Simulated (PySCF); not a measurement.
Compound: C7H10N2O.
Geometry (PBE0-D3(BJ)/def2-SVP, Å), atoms numbered from 1 in this order:
```
atom  x, y, z in Å
C1     2.831   -1.080    0.663
O2     1.440   -1.002    0.482
C3     0.966    0.195    0.129
C4     1.558    1.427   -0.111
C5     0.459    2.251   -0.442
N6    -0.687    1.594   -0.411
N7    -0.366    0.343   -0.057
C8    -1.356   -0.685    0.045
C9    -2.758   -0.313    0.400
C10   -2.431   -0.773   -0.993
H11    3.059   -2.115    0.949
H12    3.369   -0.833   -0.268
H13    3.169   -0.399    1.463
H14    2.611    1.689   -0.051
H15    0.470    3.309   -0.703
H16   -0.922   -1.602    0.448
H17   -2.945    0.755    0.532
H18   -3.311   -0.979    1.066
H19   -2.406   -0.003   -1.769
H20   -2.753   -1.764   -1.321
```

Computed with PySCF at PBE0/pcSseg-1, non-relativistic, on one gas-phase PBE0-D3(BJ)/def2-SVP geometry that isn't relaxed in the solvent. The solvent is an IEF-PCM continuum (cavity from Bondi-type radii × 1.2). Specific hydrogen bonds and non-electrostatic terms are outside this model.

| run | E − E(gas) (kcal/mol) | HOMO (eV) | HOMO–LUMO gap (eV) | dipole (D) |
| --- | --- | --- | --- | --- |
| gas | 0.00 | -6.30 | 7.20 | 2.97 |
| P | -6.39 | -6.52 | 7.15 | 3.98 |
| Q | -5.99 | -6.51 | 7.16 | 3.91 |

**Question.** The runs were made in acetone and water. Which run belongs to which solvent?

**Answer.** P = water, Q = acetone. The dielectric constants are 20.49 (acetone), 78.36 (water), and the energy falls further as ε rises. In this model the ground state sees the solvent through ε alone.

**Question.** How constant is the ratio of the lowering to (ε − 1)/(2ε + 1)?

**Answer.** 
| solvent | (ε − 1)/(2ε + 1) | E − E(gas) (kcal/mol) | ratio (kcal/mol) | polarisation term (kcal/mol) |
| --- | --- | --- | --- | --- |
| acetone | 0.464 | -5.99 | -12.9 | -6.98 |
| water | 0.490 | -6.39 | -13.0 | -7.53 |

The ratio changes by +1.0 % in size from acetone to water. The polarisation term is half the interaction of the solute with the induced surface charges.
